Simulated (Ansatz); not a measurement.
The same path of C3H8ClNSi (14 atoms, charge 0, multiplicity 1) was run twice with different band settings. The coordinate that changes most is the dihedral Cl6–Si4–C5–H12.

Computed with RKS BHLYP/def2-SVP in Ansatz 0.2.0.

Relaxed end points:

```xyz
14
Properties=species:S:1:pos:R:3
C 0.084 -1.765 1.073
C 0.279 -0.460 0.848
N 1.394 0.254 1.252
Si -0.927 0.451 -0.259
C -0.259 0.721 -1.976
Cl -1.226 2.331 0.608
H 0.792 -2.365 1.642
H -0.789 -2.275 0.685
H 1.984 -0.199 1.931
H 1.227 1.220 1.479
H -2.220 -0.257 -0.272
H -0.938 1.337 -2.571
H 0.713 1.218 -1.929
H -0.128 -0.241 -2.482
```

```xyz
14
Properties=species:S:1:pos:R:3
C 0.418 -1.616 1.224
C 0.312 -0.322 0.898
N 1.191 0.668 1.301
Si -0.986 0.189 -0.352
C -0.268 0.507 -2.040
Cl -1.798 1.989 0.338
H 1.202 -1.984 1.883
H -0.275 -2.350 0.831
H 1.819 0.421 2.050
H 0.780 1.578 1.436
H -2.064 -0.816 -0.386
H 0.552 1.227 -1.971
H 0.128 -0.423 -2.459
H -1.024 0.903 -2.723
```

Common settings: movable images 7; climbing image yes; optimiser quadratic models (default); start path IDPP; force threshold 0.05 eV/Å; end points relaxed.

| run | spring | iteration limit |
| --- | --- | --- |
| 1 | 5.0 eV/Å² | 55 |
| 2 | 2.0 to 10.0 eV/Å², energy-weighted | 59 |

Problem. What does each run give, and how far can it be trusted?

Solution. Run 1: converged after 4 iterations, highest image 0.074 eV above the first end. A vibrational analysis at the climbing image gives one clearly imaginary mode, 171i cm⁻¹: a first-order saddle point.
Run 2: converged after 4 iterations, highest image 0.074 eV above the first end. Another band between the same ends (7 images) ends at a top of the same energy, where a vibrational analysis finds 1 clearly imaginary mode.
